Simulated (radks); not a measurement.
The tellurium anion Te2-, [Xe], held by a Watson sphere: a shell of charge +2 at radius R that stands for the Madelung well of a crystal (potential energy -2/R inside, -2/r outside, in hartree with lengths in bohr). Calculated with a radial shooting solver on a logarithmic mesh with Libxc functionals: scalar-relativistic Kohn-Sham, PBE, spin-polarised, spherical densities, finite nucleus; Fermi nuclear charge, rms radius of each element as measured or else 0.836 A^(1/3) + 0.57 fm. Response by self-consistent Sternheimer equations with the Hartree and adiabatic LDA kernel, the relativistic mass of each level held fixed and spin-orbit coupling left out. The sphere does not respond.

\begin{tabular}{lrrrrrrr}
R (bohr) & e(4d) (eV) & e(5s) (eV) & e(5p) (eV) & <r> 5p (bohr) & sum of <r^2> (bohr^2) & X-ray form factor at sin(theta)/lambda = 0.3 1/angstrom & alpha (bohr^3) \\ \hline
3.04 & -40.014 & -14.998 & -6.544 & 2.768 & 82.85 & 35.972 & 54.98 \\
3.25 & -39.770 & -14.592 & -6.235 & 2.820 & 85.11 & 35.993 & 60.70 \\
3.39 & -39.620 & -14.338 & -6.030 & 2.853 & 86.58 & 36.006 & 64.86 \\
3.47 & -39.536 & -14.198 & -5.914 & 2.871 & 87.41 & 36.012 & 67.36 \\
3.72 & -39.285 & -13.787 & -5.555 & 2.926 & 89.97 & 36.029 & 75.76 \\
3.97 & -39.045 & -13.411 & -5.209 & 2.977 & 92.44 & 36.042 & 85.09 \\
5.57 & -37.702 & -11.623 & -3.389 & 3.240 & 106.8 & 36.067 & 172.1 \\
5.8 & -37.539 & -11.432 & -3.184 & 3.271 & 108.8 & 36.068 & 189.8 \\
5.84 & -37.512 & -11.400 & -3.149 & 3.276 & 109.1 & 36.068 & 193.0 \\
\end{tabular}
